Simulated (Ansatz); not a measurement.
Barrier from R1 to the saddle point P1, each structure at its B3LYP-D3(BJ)/def2-TZVP stationary point, reached from a drawn start; harmonic modes at that level show the others as minima.
R1, H3Sb (SMILES [SbH3]) (charge 0, multiplicity 1, Z-matrix in Å and degrees):
```
Sb
H 1 1.7138
H 1 1.7138 2 91.40
H 1 1.7138 2 91.40 3 91.44
```
P1, H3Sb, a first-order saddle point (one imaginary mode, 1200i cm⁻¹) (charge 0, multiplicity 1):
```xyz
4

Sb     0.000     0.000     0.000
H      1.647     0.000     0.000
H     -0.823     1.426     0.000
H     -0.823    -1.426     0.000
```

P less R. No zero-point or thermal terms; no spin–orbit coupling. No path was followed down from the saddle.

Frozen-core correlation throughout. In cc and def2 sets filled d and f shells under p-block atoms count as core.

The values were computed with Ansatz (Gaussian basis) for Hartree–Fock, density functionals and correlated methods. All values are computed, each at the level named. Elements past Kr take the def2 small-core potentials, without spin–orbit coupling.

### Question
Predict the barrier height from r2SCAN/def2-TZVPP.

### Answer
45.5 kcal/mol

### Question
What is the computed barrier height (B3LYP/def2-TZVPP)?

### Answer
46.9 kcal/mol

### Question
What is the computed barrier height (CCSD/def2-TZVPP)?

### Answer
45.7 kcal/mol

Ansatz is a first-principles code.
